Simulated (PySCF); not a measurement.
Predicted microwave data (PBE0-D3(BJ)/def2-SVP geometry optimisation, gas phase (PySCF)) for one isomer of C8H14O:

| Property | Result |
| --- | --- |
| Rotational constants | A = 2701, B = 854.3, C = 718.2 MHz |
| Dipole components | \|μa\| = 0.63 D, \|μb\| = 0.39 D, \|μc\| = 0.08 D |
| Inertial defect | -75.00 u·Å² |
| κ | -0.86 |

Question: Which candidate fits, each taken in the one conformer that was computed?
A. `[CH2:1]=[CH:2][O:3][C:4](=[CH2:5])[C:6]([CH3:7])([CH3:8])[CH3:9]` with C1–C2–O3–C4 149°, C2–O3–C4–C5 -22°
B. `[CH2:1]=[C:2](/[CH:3]=[CH:4]/[CH3:5])[O:6][CH:7]([CH3:8])[CH3:9]` with C1–C2–C3–C4 179°, C1–C2–O6–C7 0°, C2–O6–C7–C8 157°
C. `[CH3:1][C:2](=[O:3])[CH:4]1[CH2:5][CH2:6][CH2:7][CH2:8][CH2:9]1` with C1–C2–C4–C5 49°, C2–C4–C5–C6 72°, C4–C5–C6–C7 56°, C5–C6–C7–C8 -56°, C6–C7–C8–C9 54°
D. `[CH3:1][C@@H:2]1[CH2:3][C@:4]12[CH2:5][CH2:6][CH2:7][C@H:8]2[OH:9]` with C7–C8–O9–H 57°, C1–C2–C3–C4 -112°, C2–C3–C4–C5 113°, C3–C4–C5–C6 146°, C4–C5–C6–C7 -28°

Answer: B. It is C=C(/C=C/C)OC(C)C, an asymmetric top, point group C1. The candidates at the same level (rigid rotor, commonest isotopes):

```
                   SMILES  A (MHz)  B (MHz)  C (MHz)  μa (D)  μb (D)  μc (D)  Δ (u·Å²)  point group           rotor
C[C@@H]1C[C@]12CCC[C@H]2O     2374     1426     1041    0.01    1.21    0.93    -81.94           C1  asymmetric top
        C=C(/C=C/C)OC(C)C     2701    854.3    718.2    0.63    0.39    0.08    -75.00           C1  asymmetric top
           CC(=O)C1CCCCC1     2479     1364     1121    0.40    2.31    1.13   -123.44           C1  asymmetric top
        C=COC(=C)C(C)(C)C     2875     1019    914.7    0.35    0.37    0.38   -119.10           C1  asymmetric top
```

`CC(=O)C1CCCCC1` has B 60 % too high; `C=COC(=C)C(C)(C)C` has C 27 % too high; `C[C@@H]1C[C@]12CCC[C@H]2O` has B 67 % too high. No structure here is proved a minimum.
